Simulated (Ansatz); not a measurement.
Frontier orbitals of C3H12ClN3Sn (`C[NH][Sn]([Cl])([NH]C)[NH]C`).

Z-matrix (Å, degrees):
```
C
N 1 1.453
H 1 1.093 2 109.7
H 1 1.095 2 110.0 3 117.0
H 1 1.099 2 114.9 3 -121.3
Sn 2 2.013 1 119.3 3 50.0
H 2 1.011 1 112.1 3 -176.3
N 6 1.995 2 106.2 1 -80.8
N 6 2.008 2 122.6 1 38.6
Cl 6 2.341 2 103.5 1 155.8
C 8 1.453 6 121.2 2 -175.5
H 8 1.010 6 112.8 2 -37.9
C 9 1.451 6 121.2 2 68.0
H 9 1.011 6 112.9 2 -69.9
H 11 1.097 8 114.1 6 79.4
H 11 1.095 8 110.2 6 -158.9
H 11 1.092 8 109.6 6 -41.2
H 13 1.092 9 109.5 6 44.1
H 13 1.099 9 114.6 6 -76.9
H 13 1.095 9 110.1 6 161.4
```

Charge 0, multiplicity 1. Correlated methods include outer-core shells of Sn, which these sets cover unevenly. Sn takes the def2 core potential. The geometry is a stationary point of PBE0-D4/def2-TZVP. It is one conformer, not always the lowest. Basis def2-TZVPP, Ansatz 0.2.0.

```json
{"functional": "PBE", "HOMO (eV)": "-5.19", "LUMO (eV)": "-1.62", "gap (eV)": "3.57"}
{"functional": "PBE0", "HOMO (eV)": "-6.55", "LUMO (eV)": "-0.65", "gap (eV)": "5.90"}
{"functional": "B3LYP", "HOMO (eV)": "-6.33", "LUMO (eV)": "-0.97", "gap (eV)": "5.36"}
{"functional": "r2SCANh", "HOMO (eV)": "-5.97", "LUMO (eV)": "-1.01", "gap (eV)": "4.96"}
{"functional": "ωB97X-V", "HOMO (eV)": "-8.97", "LUMO (eV)": "1.45", "gap (eV)": "10.42"}
{"functional": "ωB97M-V", "HOMO (eV)": "-8.88", "LUMO (eV)": "1.21", "gap (eV)": "10.09"}
{"functional": "HF", "HOMO (eV)": "-9.92", "LUMO (eV)": "2.77", "gap (eV)": "12.69"}
```

Against PBE, PBE0 changes HOMO and LUMO by −1.37 and +0.97 eV, ωB97M-V by −3.69 and +2.84 eV. A gap of 3.57 eV thus becomes 10.09 eV for the same molecule, so an orbital gap means little without its functional. A positive LUMO is unbound and depends on the basis.

B3LYP here is the variant with VWN-RPA as its local correlation; programs differ in this.
